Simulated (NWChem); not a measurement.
Everything below was run with NWChem. System: F3S (+1), charge 1, spin multiplicity 1, at a geometry optimised with PBE0/def2-SVP. The structure started from a generated list of species. Level: CR-CCSD(T)/3-21G, 8 core orbitals frozen.

The NWChem input:

```
start mol
memory heap 100 mb stack 700 mb global 1900 mb
charge 1
geometry units angstroms nocenter noautoz
  F      0.692888    -0.217484     1.167690
  S     -0.034951     0.454276     0.000000
  F      0.692888    -0.217484    -1.167690
  F     -1.323642    -0.372633     0.000000
  symmetry group Cs
end
basis spherical
  * library 3-21g
end
scf
  rhf
  nopen 0
  maxiter 100
  thresh 1e-7
  semidirect memsize 60000000 filesize 0
end
tce
  freeze core 8
  cr-ccsd(t)
  2eorb
  2emet 13
  thresh 1e-6
  maxiter 100
  tilesize 24
end
task tce energy
```

NWChem printed:

```
             Northwest Computational Chemistry Package (NWChem) 7.3.0
             --------------------------------------------------------

                                NWChem Input Module
                                -------------------

 Scaling coordinates for geometry "geometry" by  1.889725989
 (inverse scale =  0.529177249)

 Turning off AUTOSYM since
 SYMMETRY directive was detected!

                             Geometry "geometry" -> ""
                             -------------------------

 Output coordinates in angstroms (scale by  1.889725989 to convert to a.u.)

  No.       Tag          Charge          X              Y              Z
 ---- ---------------- ---------- -------------- -------------- --------------
    1 F                    9.0000     0.69288800    -0.21748400     1.16769000
    2 S                   16.0000    -0.03495100     0.45427600     0.00000000
    3 F                    9.0000     0.69288800    -0.21748400    -1.16769000
    4 F                    9.0000    -1.32364200    -0.37263300     0.00000000

 Effective nuclear repulsion energy (a.u.)     204.3615812528

            Nuclear Dipole moment (a.u.)
            ----------------------------
        X                 Y               Z
 ---------------- ---------------- ----------------
    -0.0000188973     0.0000132281     0.0000000000

      Symmetry information
      --------------------

 Group name             Cs
 Group number              2
 Group order               2
 No. of unique centers     3

      Symmetry unique atoms

     1    2    4


 Summary of "ao basis" -> "" (spherical)
 ------------------------------------------------------------------------------
       Tag                 Description            Shells   Functions and Types
 ---------------- ------------------------------  ------  ---------------------
 *                           3-21g                    on all atoms

 Summary of "ao basis" -> "ao basis" (spherical)
 ------------------------------------------------------------------------------
       Tag                 Description            Shells   Functions and Types
[...]
       Number of AO shells :    22
        Use of symmetry is : on
      Symmetry adaption is : on
         Schwarz screening : 0.10D-09

          Correlation Information
          -----------------------
          Calculation type : Coupled-cluster singles & doubles w/ perturbation
   Perturbative correction : Completely renormalized (T)
            Max iterations :      100
        Residual threshold : 0.10D-05
     T(0) DIIS level shift : 0.00D+00
     L(0) DIIS level shift : 0.00D+00
     T(1) DIIS level shift : 0.00D+00
     L(1) DIIS level shift : 0.00D+00
     T(R) DIIS level shift : 0.00D+00
     T(I) DIIS level shift : 0.00D+00
   CC-T/L Amplitude update :  5-th order DIIS
                I/O scheme : Global Array Library
        L-threshold :  0.10D-05
        EOM-threshold :  0.10D-05
 no EOMCCSD initial starts read in
 TCE RESTART OPTIONS
 SLICE:      F
 D4D5:       F
 quantumc:   F
 qrotation:  F
 pwtce:      F
 qducc:      F
 nacto:                         0
 nrotv:                         0
 nrot:                          0

            Memory Information
            ------------------
          Available GA space size is     249035200 doubles
          Available MA space size is     104855524 doubles

 Maximum block size supplied by input
 Maximum block size        24 doubles

 tile_dim =     12

 -------------------------------------------------
   1    alpha     a'     8 doubles       0       1
   2    alpha     a"     5 doubles       8       2
   3    beta      a'     8 doubles      13       1
   4    beta      a"     5 doubles      21       2
   5    alpha     a'    12 doubles      26       5
   6    alpha     a"     7 doubles      38       6
   7    beta      a'    12 doubles      45       5
   8    beta      a"     7 doubles      57       6

 Global array virtual files algorithm will be used

 Parallel file system coherency ......... OK

 4-electron integrals stored in orbital form

 v2    file size   =           140930
 4-index algorithm nr.  13 is used
 imaxsize =       30
 imaxsize ichop =        0


CCSD iterations
 ---------------------------------------------------------
 Iter          Residuum       Correlation     Cpu    Wall
 ---------------------------------------------------------
    1   0.1536563009387  -0.4349486356168     0.0     0.0
    2   0.0462494322217  -0.4276322669587     0.0     0.0
    3   0.0153560768016  -0.4355415269551     0.0     0.0
    4   0.0075878207973  -0.4362061881735     0.0     0.0
    5   0.0028533928555  -0.4372295957217     0.0     0.0
    6   0.0010130718534  -0.4375336441397     0.0     0.0
    7   0.0006303187608  -0.4375763179255     0.0     0.0
    8   0.0002754825415  -0.4375997781045     0.0     0.0
    9   0.0001996543892  -0.4376031232123     0.0     0.0
   10   0.0001004910771  -0.4376134860318     0.0     0.0
   11   0.0000146760234  -0.4376223305808     0.0     0.0
   12   0.0000060935163  -0.4376224232337     0.0     0.0
   13   0.0000025615163  -0.4376230267378     0.0     0.0
   14   0.0000015222397  -0.4376230047223     0.0     0.0
   15   0.0000006950095  -0.4376231149558     0.0     0.0
 -----------------------------------------------------------------
 Iterations converged
 CCSD correlation energy / hartree =        -0.437623114955762
 CCSD total energy / hartree       =      -692.204888999322634

 Singles contributions

 Doubles contributions
 CR-CCSD(T)

 CR-CCSD[T]  correction energy / hartree =        -0.009739111465247
 CR-CCSD[T] correlation energy / hartree =        -0.447362226421010
 CR-CCSD[T] total energy / hartree       =      -692.214628110787885
 CR-CCSD(T)  correction energy / hartree =        -0.008267701582446
 CR-CCSD(T) correlation energy / hartree =        -0.445890816538208
 CR-CCSD(T) total energy / hartree       =      -692.213156700905074

 Task  times  cpu:        1.7s     wall:        1.7s

 Total times  cpu:        1.7s     wall:        1.7s
```
